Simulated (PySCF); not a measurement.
Vertical excitations of a molecule C3H11NOSi from PySCF 2.14.0 with TDA-PBE0/def2-SVPD, as energy in eV (oscillator strength): 6.61 (0.066), 7.40 (0.029), 7.55 (0.021), 7.77 (0.001), 7.95 (0.015), 7.98 (0.013). Lowest triplet (TDA): 6.21 eV. Coordinates come from a TPSSh-D3(BJ)/def2-SVP optimisation. One conformer was computed; it need not be the lowest.

Problem. Which molecule gave these data?
A) CC[Si@@H](O)NC
B) CO[C@H](C)[SiH2]N
C) CC(C)O[SiH2]N
D) CN[C@@H](C)[SiH2]O

Solution. C, CC(C)O[SiH2]N
